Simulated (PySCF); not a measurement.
C2H14OSi4.
Numbering: `[CH3:1][O:2][CH2:3][Si@@H:4]([SiH3:5])[SiH2:6][SiH3:7]` (hydrogens: H8, H9, H10 on C1; H11, H12 on C3; H13 on Si4; H14, H15, H16 on Si5; H17, H18 on Si6; H19, H20, H21 on Si7)

The same species was optimised twice, with GFN2-xTB and with PBE0-D3(BJ)/def2-SVP (PySCF), and the same property calculations (PySCF, gas phase) were run on both structures.

```
        coordinate  GFN2-xTB  PBE0-D3(BJ)/def2-SVP  change
       Si6–Si7 (Å)     2.313                 2.347  +0.034
       Si4–Si5 (Å)     2.322                 2.343  +0.021
       Si4–Si6 (Å)     2.329                 2.342  +0.013
         O2–C3 (Å)     1.418                 1.405  -0.013
        C3–Si4 (Å)     1.919                 1.909  -0.010
         C1–O2 (Å)     1.402                 1.397  -0.005
   Si5–Si4–Si6 (°)     119.0                 108.2   -10.8
   Si4–Si6–Si7 (°)     114.5                 107.7    -6.8
    C3–Si4–Si6 (°)     102.6                 106.6    +4.0
    C3–Si4–Si5 (°)     107.0                 105.9    -1.1
     O2–C3–Si4 (°)     103.6                 104.7    +1.1
      C1–O2–C3 (°)     113.8                 114.2    +0.4
  C1–O2–C3–Si4 (°)       175                  -178      +7
 O2–C3–Si4–Si5 (°)       -78                   -52     +26
C3–Si4–Si6–Si7 (°)       -11                   -37     -26
```

Rotational constants: A = 1368, B = 793.6, C = 584.4 MHz (GFN2-xTB) against A = 1101, B = 923.5, C = 663.9 MHz (PBE0-D3(BJ)/def2-SVP). Point groups within 0.08 Å: C1 and C1.

On the GFN2-xTB structure: HOMO (eV) -7.72 [PBE0/pcSseg-1]; LUMO (eV) -0.68 [PBE0/pcSseg-1]; dipole (D) 1.99 [PBE0/pcSseg-1]; GIAO shielding of C1 (ppm) 122.7 [PBE0/pcSseg-1]; GIAO shielding of O2 (ppm) 318.6 [PBE0/pcSseg-1]; GIAO shielding of C3 (ppm) 124.0 [PBE0/pcSseg-1]; GIAO shielding of Si4 (ppm) 429.4 [PBE0/pcSseg-1]; GIAO shielding of Si5 (ppm) 461.4 [PBE0/pcSseg-1]; GIAO shielding of Si6 (ppm) 475.1 [PBE0/pcSseg-1]; GIAO shielding of Si7 (ppm) 459.4 [PBE0/pcSseg-1].

Task: What do these properties become on the PBE0-D3(BJ)/def2-SVP structure?

Result: 
| property | level | on GFN2-xTB | on PBE0-D3(BJ)/def2-SVP | change |
| --- | --- | --- | --- | --- |
| HOMO (eV) | PBE0/pcSseg-1 | -7.72 | -7.58 | +0.14 |
| LUMO (eV) | PBE0/pcSseg-1 | -0.68 | -0.27 | +0.41 |
| dipole (D) | PBE0/pcSseg-1 | 1.99 | 2.12 | +0.13 |
| energy, GFN2-xTB geometry as zero (kcal/mol) | PBE0/pcSseg-1 | 0.0 | -4.7 | -4.7 |
| GIAO shielding of C1 (ppm) | PBE0/pcSseg-1 | 122.7 | 121.9 | -0.8 |
| GIAO shielding of O2 (ppm) | PBE0/pcSseg-1 | 318.6 | 323.5 | +4.9 |
| GIAO shielding of C3 (ppm) | PBE0/pcSseg-1 | 124.0 | 124.5 | +0.5 |
| GIAO shielding of Si4 (ppm) | PBE0/pcSseg-1 | 429.4 | 425.9 | -3.5 |
| GIAO shielding of Si5 (ppm) | PBE0/pcSseg-1 | 461.4 | 455.9 | -5.5 |
| GIAO shielding of Si6 (ppm) | PBE0/pcSseg-1 | 475.1 | 466.6 | -8.5 |
| GIAO shielding of Si7 (ppm) | PBE0/pcSseg-1 | 459.4 | 455.3 | -4.1 |

The heavy atoms differ by 0.377 Å rms after alignment. Among the bonds compared Si6–Si7 changes most (+0.034 Å). Changes are differences of the printed values. Neither structure is proved a minimum here.

Conformer computed: `[CH3:1][O:2][CH2:3][Si@@H:4]([SiH3:5])[SiH2:6][SiH3:7]`: C1–O2–C3–Si4 -178°, O2–C3–Si4–Si5 -52°, C3–Si4–Si6–Si7 -37°.
